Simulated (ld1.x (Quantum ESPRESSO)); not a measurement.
**neon (Ne): PAW pseudisation with LDA (PZ), non-relativistic reference atom.**

Input for ld1.x (Quantum ESPRESSO) 7.5:

```
&input
   title='Ne', zed=10., rel=0, dft='PZ', iswitch=3,
   config='[Ne] 3d-2',
   nld=3, rlderiv=1.30, eminld=-5.0, emaxld=5.0, deld=0.02
 /
 &inputp
   pseudotype=3, lpaw=.true., tm=.true., lloc=2,
   nlcc=.true., new_core_ps=.true., rcore=0.55,
   which_augfun='BG', rmatch_augfun=0.50,
   file_pseudopw='Ne.UPF', file_wfcaegen='ae.wfc', file_wfcncgen='nc.wfc', file_beta='beta', file_chi='chi', file_wfcusgen='us.wfc'
 /
5
2S  1  0   2.00   0.00  0.45  0.55  0.0
2S  1  0   0.00  -1.65  0.45  0.55  0.0
2P  2  1   6.00   0.00  1.00  1.20  0.0
2P  2  1   0.00  -0.65  1.00  1.20  0.0
3D  3  2  -2.00  -0.20  1.15  1.15  0.0
 &test
   configts(1)='2s2 2p6'
 /
```

Command:

```bash
ld1.x < Ne.in > Ne.out
```

The program printed (shortened: banner, matrices, multipoles, cross overlaps and the repeated all-electron block are left out):

```
Program LD1 v.7.5
     --------------------------- All-electron run ----------------------------

     Ne

     atomic number is 10.00
     dft =PZ   lsd =0 sic =0 latt =0  beta=0.20 tr2=1.0E-14
     Exchange-correlation= PZ
                           (   1   1   0   0   0   0   0)
     mesh =1113 r(mesh) =  99.22747 a.u. xmin = -7.00 dx = 0.01250
     1 Ry =  13.60569312 eV

     n l     nl                  e(Ry)          e(Ha)          e(eV)
     1 0     1S 1( 2.00)       -60.6129       -30.3065      -824.6805
     2 0     2S 1( 2.00)        -2.6449        -1.3225       -35.9861
     2 1     2P 1( 6.00)        -0.9955        -0.4978       -13.5450

     final scf error:  7.7E-15 reached in  29 iterations

     Etot =    -256.454564 Ry,    -128.227282 Ha,   -3489.242097 eV

     Ekin =     255.470837 Ry,     127.735419 Ha,    3475.857814 eV
     Encl =    -619.958630 Ry,    -309.979315 Ha,   -8434.966869 eV
     Eh   =     131.440159 Ry,      65.720080 Ha,    1788.334468 eV
     Exc  =     -23.406930 Ry,     -11.703465 Ha,    -318.467511 eV

     normalization and overlap integrals

     s(1S/1S) =  1.000000  <r> =   0.1589  <r2> =    0.0341  r(max) =   0.1038
     s(2S/2S) =  1.000000  <r> =   0.9042  <r2> =    0.9998  r(max) =   0.6855
     s(2P/2P) =  1.000000  <r> =   0.9817  <r2> =    1.2979  r(max) =   0.6203

     ------------------------ End of All-electron run ------------------------

     --------------------- Generating PAW atomic setup --------------------

      Generating local pot.: lloc=2, matching radius rcloc =   1.1500

      Computing core charge for nlcc:

       r > 0.55 : true rho core
      Core charge pseudized with two Bessel functions
      Integrated core pseudo-charge :   0.20
      Wfc-us  2S rcutus= 0.547  Estimated cut-off energy=   140.55 Ry
      Wfc-us  2S rcutus= 0.547  Estimated cut-off energy=   141.87 Ry
      Wfc-us  2P rcutus= 1.188  Estimated cut-off energy=    55.78 Ry
      Wfc-us  2P rcutus= 1.188  Estimated cut-off energy=    57.63 Ry

     Required augmentation: BG   radius:    0.500000
     Message from routine us2paw:
     WARNING: using Bloechl style augmentation functions is not a good idea, as analytical overlap are not implemented in pwscf: use BESSEL or GAUSS instead.
     Message from routine us2paw:
     WARNING: using Bloechl style augmentation functions is not a good idea, as analytical overlap are not implemented in pwscf: use BESSEL or GAUSS instead.
     Message from routine us2paw:
     WARNING: using Bloechl style augmentation functions is not a good idea, as analytical overlap are not implemented in pwscf: use BESSEL or GAUSS instead.
     Message from routine us2paw:
     WARNING: using Bloechl style augmentation functions is not a good idea, as analytical overlap are not implemented in pwscf: use BESSEL or GAUSS instead.
     [... 1 repeated lines left out ...]
     WARNING: using Bloechl style augmentation functions is not a good idea, as analytical overlap are not implemented in pwscf: use BESSEL or GAUSS instead.
     [... 1 repeated lines left out ...]
     WARNING: using Bloechl style augmentation functions is not a good idea, as analytical overlap are not implemented in pwscf: use BESSEL or GAUSS instead.
     [... 1 repeated lines left out ...]
     WARNING: using Bloechl style augmentation functions is not a good idea, as analytical overlap are not implemented in pwscf: use BESSEL or GAUSS instead.
     [... 1 repeated lines left out ...]
     WARNING: using Bloechl style augmentation functions is not a good idea, as analytical overlap are not implemented in pwscf: use BESSEL or GAUSS instead.
     [... 1 repeated lines left out ...]
     WARNING: using Bloechl style augmentation functions is not a good idea, as analytical overlap are not implemented in pwscf: use BESSEL or GAUSS instead.
     [... 1 repeated lines left out ...]
     WARNING: using Bloechl style augmentation functions is not a good idea, as analytical overlap are not implemented in pwscf: use BESSEL or GAUSS instead.
     [... 1 repeated lines left out ...]
     WARNING: using Bloechl style augmentation functions is not a good idea, as analytical overlap are not implemented in pwscf: use BESSEL or GAUSS instead.
     [... 1 repeated lines left out ...]
     WARNING: using Bloechl style augmentation functions is not a good idea, as analytical overlap are not implemented in pwscf: use BESSEL or GAUSS instead.
     [... 1 repeated lines left out ...]
     WARNING: using Bloechl style augmentation functions is not a good idea, as analytical overlap are not implemented in pwscf: use BESSEL or GAUSS instead.
     [... 1 repeated lines left out ...]
     WARNING: using Bloechl style augmentation functions is not a good idea, as analytical overlap are not implemented in pwscf: use BESSEL or GAUSS instead.
     [... 1 repeated lines left out ...]
     WARNING: using Bloechl style augmentation functions is not a good idea, as analytical overlap are not implemented in pwscf: use BESSEL or GAUSS instead.
     [... 1 repeated lines left out ...]
     WARNING: using Bloechl style augmentation functions is not a good idea, as analytical overlap are not implemented in pwscf: use BESSEL or GAUSS instead.
     [... 1 repeated lines left out ...]
     WARNING: using Bloechl style augmentation functions is not a good idea, as analytical overlap are not implemented in pwscf: use BESSEL or GAUSS instead.
     [... 1 repeated lines left out ...]
     WARNING: using Bloechl style augmentation functions is not a good idea, as analytical overlap are not implemented in pwscf: use BESSEL or GAUSS instead.
     [... 1 repeated lines left out ...]
     WARNING: using Bloechl style augmentation functions is not a good idea, as analytical overlap are not implemented in pwscf: use BESSEL or GAUSS instead.
     [... 1 repeated lines left out ...]
     WARNING: using Bloechl style augmentation functions is not a good idea, as analytical overlap are not implemented in pwscf: use BESSEL or GAUSS instead.
     [... 1 repeated lines left out ...]
     WARNING: using Bloechl style augmentation functions is not a good idea, as analytical overlap are not implemented in pwscf: use BESSEL or GAUSS instead.
     [... 1 repeated lines left out ...]
     WARNING: using Bloechl style augmentation functions is not a good idea, as analytical overlap are not implemented in pwscf: use BESSEL or GAUSS instead.
     [... 1 repeated lines left out ...]
     WARNING: using Bloechl style augmentation functions is not a good idea, as analytical overlap are not implemented in pwscf: use BESSEL or GAUSS instead.
     Gaussians generated with zeta:   115.562500

     Estimated PAW energy =  -80.637385 Ryd

     ------------------- End of pseudopotential generation -------------------

     Computing logarithmic derivative in   1.30498
     Computing logarithmic derivative in   1.30498
     Computing the partial wave expansion
     R is outside the sphere for l=    0 j= 0.00
     R is outside the sphere for l=    0 j= 0.00
     R is outside the sphere for l=    1 j= 0.00
     R is outside the sphere for l=    1 j= 0.00
       no projector for channel:   2

     ---------------------- Testing the pseudopotential ----------------------

     Ne

     atomic number is 10.00   valence charge is  8.00
     dft = SLA  PZ   NOGX NOGC   lsd =0 sic =0 latt =0  beta=0.20 tr2=1.0E-14
     mesh =1113 r(mesh) =  99.22747 xmin = -7.00 dx = 0.01250

     n l     nl             e AE (Ry)        e PS (Ry)    De AE-PS (Ry)
     1 0     2S   1( 2.00)       -2.64493       -2.64493       -0.00000
     2 1     2P   1( 6.00)       -0.99554       -0.99554       -0.00000

     eps = 4.1E-15  iter =  3

     Etot =    -256.454564 Ry,    -128.227282 Ha,   -3489.242097 eV
     Etotps =   -80.637385 Ry,     -40.318693 Ha,   -1097.127517 eV

     Ekin =      72.584148 Ry,      36.292074 Ha,     987.557649 eV
     Encl =    -191.941670 Ry,     -95.970835 Ha,   -2611.499457 eV
     Ehrt =      62.127067 Ry,      31.063533 Ha,     845.281802 eV
     Ecxc =     -23.406930 Ry,     -11.703465 Ha,    -318.467511 eV
     (Ecc =      -0.269799 Ry,      -0.134900 Ha,      -3.670803 eV)

     ---------------------- End of pseudopotential test ----------------------
```

Generation and configuration tests took about 1.9 s on one core of a shared server CPU.

Transferability test of the new file with ld1.x, input:

```
&input
   title='Ne', zed=10., rel=0, dft='PZ', iswitch=2,
   config='[Ne] 3d-2'
 /
 &test
   file_pseudo='Ne.UPF', nconf=9,
   configts(1)='2s2 2p6',
   configts(2)='2s2 2p5',
   configts(3)='2s2 2p4',
   configts(4)='2s2 2p3',
   configts(5)='2s1 2p6',
   configts(6)='2s2 2p5.5',
   configts(7)='2s2 2p2',
   configts(8)='2s2 2p5', lsdts(8)=1,
   configts(9)='2s2 2p4', lsdts(9)=1
 /
```

```bash
ld1.x < Ne.test.in > Ne.test.out
```

Pseudopotential blocks of its output, shortened (energy terms left out):

```
     ---------------------- Testing the pseudopotential ----------------------

     n l     nl             e AE (Ry)        e PS (Ry)    De AE-PS (Ry)
     1 0     2S   1( 2.00)       -2.64493       -2.64493       -0.00000
     2 1     2P   1( 6.00)       -0.99554       -0.99554       -0.00000

     eps = 4.0E-15  iter =  3

     Etot =    -256.454564 Ry,    -128.227282 Ha,   -3489.242097 eV
     Etotps =   -80.637385 Ry,     -40.318693 Ha,   -1097.127517 eV

     ---------------------- End of pseudopotential test ----------------------

          ---------------------- Testing the pseudopotential ----------------------

     n l     nl             e AE (Ry)        e PS (Ry)    De AE-PS (Ry)
     1 0     2S   1( 2.00)       -4.05375       -4.05410        0.00035
     2 1     2P   1( 5.00)       -2.38462       -2.38470        0.00008

     eps = 5.5E-15  iter =  7

     Etot =    -254.788493 Ry,    -127.394246 Ha,   -3466.574046 eV
     Etotps =   -78.971292 Ry,     -39.485646 Ha,   -1074.459159 eV
     dEtot_ae =       1.666071 Ry
     dEtot_ps =       1.666094 Ry,   Delta E=      -0.000023 Ry

     ---------------------- End of pseudopotential test ----------------------

          ---------------------- Testing the pseudopotential ----------------------

     n l     nl             e AE (Ry)        e PS (Ry)    De AE-PS (Ry)
     1 0     2S   1( 2.00)       -5.69926       -5.70052        0.00126
     2 1     2P   1( 4.00)       -4.03831       -4.03872        0.00041

     eps = 6.9E-16  iter =  9

     Etot =    -251.597519 Ry,    -125.798759 Ha,   -3423.158631 eV
     Etotps =   -75.780110 Ry,     -37.890055 Ha,   -1031.040922 eV
     dEtot_ae =       4.857045 Ry
     dEtot_ps =       4.857275 Ry,   Delta E=      -0.000230 Ry

     ---------------------- End of pseudopotential test ----------------------

          ---------------------- Testing the pseudopotential ----------------------

     n l     nl             e AE (Ry)        e PS (Ry)    De AE-PS (Ry)
     1 0     2S   1( 2.00)       -7.54552       -7.54852        0.00300
     2 1     2P   1( 3.00)       -5.92570       -5.92682        0.00112

     eps = 6.6E-15  iter =  7

     Etot =    -246.634104 Ry,    -123.317052 Ha,   -3355.627935 eV
     Etotps =   -70.815967 Ry,     -35.407983 Ha,    -963.500313 eV
     dEtot_ae =       9.820460 Ry
     dEtot_ps =       9.821418 Ry,   Delta E=      -0.000958 Ry

     ---------------------- End of pseudopotential test ----------------------

          ---------------------- Testing the pseudopotential ----------------------

     n l     nl             e AE (Ry)        e PS (Ry)    De AE-PS (Ry)
     1 0     2S   1( 1.00)       -4.06894       -4.06857       -0.00037
     2 1     2P   1( 6.00)       -2.39246       -2.39282        0.00035

     eps = 1.6E-15  iter =  9

     Etot =    -253.115679 Ry,    -126.557839 Ha,   -3443.814252 eV
     Etotps =   -77.298649 Ry,     -38.649324 Ha,   -1051.701696 eV
     dEtot_ae =       3.338885 Ry
     dEtot_ps =       3.338736 Ry,   Delta E=       0.000149 Ry

     ---------------------- End of pseudopotential test ----------------------

          ---------------------- Testing the pseudopotential ----------------------

     n l     nl             e AE (Ry)        e PS (Ry)    De AE-PS (Ry)
     1 0     2S   1( 2.00)       -3.31640       -3.31652        0.00012
     2 1     2P   1( 5.50)       -1.65412       -1.65414        0.00002

     eps = 8.3E-15  iter =  7

     Etot =    -255.795326 Ry,    -127.897663 Ha,   -3480.272704 eV
     Etotps =   -79.978143 Ry,     -39.989072 Ha,   -1088.158072 eV
     dEtot_ae =       0.659238 Ry
     dEtot_ps =       0.659242 Ry,   Delta E=      -0.000004 Ry

     ---------------------- End of pseudopotential test ----------------------

          ---------------------- Testing the pseudopotential ----------------------

     n l     nl             e AE (Ry)        e PS (Ry)    De AE-PS (Ry)
     1 0     2S   1( 2.00)       -9.57003       -9.57555        0.00552  !
     2 1     2P   1( 2.00)       -8.02685       -8.02872        0.00187

     eps = 2.7E-15  iter =  7

     Etot =    -239.674897 Ry,    -119.837449 Ha,   -3260.943102 eV
     Etotps =   -63.855247 Ry,     -31.927623 Ha,    -868.794893 eV
     dEtot_ae =      16.779667 Ry
     dEtot_ps =      16.782138 Ry,   Delta E=      -0.002472 Ry

     ---------------------- End of pseudopotential test ----------------------

          ---------------------- Testing the pseudopotential ----------------------

     n l     nl             e AE (Ry)        e PS (Ry)    De AE-PS (Ry)
     1 0     2S   1( 1.00)       -4.11576       -4.11605        0.00029
     2 1     2P   1( 3.00)       -2.44854       -2.44859        0.00005
     1 0     2S   2( 1.00)       -3.98038       -3.98078        0.00039
     2 1     2P   2( 2.00)       -2.30927       -2.30935        0.00008

     eps = 6.5E-15  iter =  9

     Etot =    -254.823274 Ry,    -127.411637 Ha,   -3467.047265 eV
     Etotps =   -79.006068 Ry,     -39.503034 Ha,   -1074.932316 eV
     dEtot_ae =       1.631290 Ry
     dEtot_ps =       1.631317 Ry,   Delta E=      -0.000027 Ry

     ---------------------- End of pseudopotential test ----------------------

          ---------------------- Testing the pseudopotential ----------------------

     n l     nl             e AE (Ry)        e PS (Ry)    De AE-PS (Ry)
     1 0     2S   1( 1.00)       -5.82856       -5.82947        0.00090
     2 1     2P   1( 3.00)       -4.17603       -4.17636        0.00033
     1 0     2S   2( 1.00)       -5.51474       -5.51623        0.00148
     2 1     2P   2( 1.00)       -3.84254       -3.84271        0.00017

     eps = 6.1E-15  iter = 15

     Etot =    -251.763037 Ry,    -125.881519 Ha,   -3425.410624 eV
     Etotps =   -75.945702 Ry,     -37.972851 Ha,   -1033.293920 eV
     dEtot_ae =       4.691527 Ry
     dEtot_ps =       4.691683 Ry,   Delta E=      -0.000156 Ry

     ---------------------- End of pseudopotential test ----------------------
```
